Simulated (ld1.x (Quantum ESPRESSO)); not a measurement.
## Which change was made? (Bi, TM)

```
Element                 : bismuth (Bi)
Generator               : ld1.x (Quantum ESPRESSO) 7.5
Type                    : norm-conserving Troullier–Martins (Kleinman–Bylander form)
Functional              : LDA (PZ)
Relativity              : scalar-relativistic
Frozen core             : [Xe] 4f14 5d10
Valence charge          : 5
Reference configuration : 6s2 6p2.5 (charge +0.5)
Partial waves           : 6p (bound): rc 2.25 bohr; 6s (bound): rc 2.05 bohr
Local potential         : the s channel
Core correction         : a·sin(br)/r model core inside 1.00 bohr
```

Cutoffs, loose and tight: the cutoffs (Ry, on a coarse ladder) from which the occupation-weighted sum of valence levels, in a spherical-Bessel basis at the reference potential, stays within 10 and 1 mRy of its value at 400 Ry. They do not see the model core or the augmentation charge, which bear on the density cutoff. Test errors are all-electron minus pseudo excitation energies from the reference, over the configurations 6s2 6p3; 6s2 6p2; 6s2 6p1; 6s1 6p3; 6s2 6p3.3; 6s1 6p4; 6s0 6p5 (two spin-polarised tests are not counted in the largest error); variants that change the core or the reference have their own tests.

The base gives: outcome: generated; cutoff, loose: 25 Ry; cutoff, tight: 45 Ry; bound ghosts: d; largest test error (meV): -99.

Problem. After one change the result is: outcome: generated; cutoff, loose: 12 Ry; cutoff, tight: 21 Ry; bound ghosts: d; largest test error (meV): -188. Which change was it?
A. reference 6s2 6p3
B. all radii but the core radius scaled by about 1.35 (s 2.76, p 3.04 bohr)
C. type TM semilocal; local potential the p channel
D. core [Kr] 4d10 4f14 5s2, valence charge 21; reference 5p6 5d10 6s1.5 6p3.5; waves now 6s (bound): rc 1.85 bohr; 5p (bound): rc 0.90 bohr; 5d (bound): rc 1.60 bohr; local potential the d channel; core correction none

Solution. B. The others give: core [Kr] 4d10 4f14 5s2, valence charge 21; reference 5p6 5d10 6s1.5 6p3.5; waves now 6s (bound): rc 1.85 bohr; 5p (bound): rc 0.90 bohr; 5d (bound): rc 1.60 bohr; local potential the d channel; core correction none → outcome: generated, misses its reference levels by 0.19 eV; cutoff, loose: 180 Ry; cutoff, tight: 300 Ry; bound ghosts: p, s; largest test error (meV): +737 | type TM semilocal; local potential the p channel → outcome: generated; cutoff, loose: 25 Ry; cutoff, tight: 45 Ry; bound ghosts: none; largest test error (meV): -99 | reference 6s2 6p3 → outcome: generated; cutoff, loose: 25 Ry; cutoff, tight: 45 Ry; bound ghosts: none; largest test error (meV): -247.
